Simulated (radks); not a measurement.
The numbers below are computed, except where a source is named.
Polarisability of the chromium ion Cr5+, [Ar] 3d1, at imaginary frequency. Level of theory: scalar-relativistic Kohn-Sham, PBE, spin-unpolarised, spherical densities, finite nucleus; Fermi nuclear charge, rms radius 3.6452 fm (a radial shooting solver on a logarithmic mesh with Libxc functionals). Response by self-consistent Sternheimer equations with the Hartree and adiabatic LDA kernel, the relativistic mass of each level held fixed and spin-orbit coupling left out.

| w (hartree) | alpha1(iw) (bohr^3) |
|---|---|
| 0.00266 | 1.003 |
| 0.0143 | 1.003 |
| 0.0360 | 1.003 |
| 0.0697 | 1.002 |
| 0.118 | 1.001 |
| 0.186 | 0.9964 |
| 0.280 | 0.9875 |
| 0.413 | 0.9696 |
| 0.605 | 0.9344 |
| 0.892 | 0.8670 |
| 1.35 | 0.7457 |
| 2.12 | 0.5546 |
| 3.59 | 0.3223 |
| 6.94 | 0.1309 |
| 17.5 | 0.03135 |

Static values: alpha1 = 1.003 bohr^3 (0.1487 angstrom^3; uncoupled 1.500). C6 = 1.829, triple-dipole C9 = 1.331 atomic units. One-pole (London) frequency 4 C6 / (3 alpha1^2) = 2.422 hartree, against 2.907 for minus the highest occupied eigenvalue.
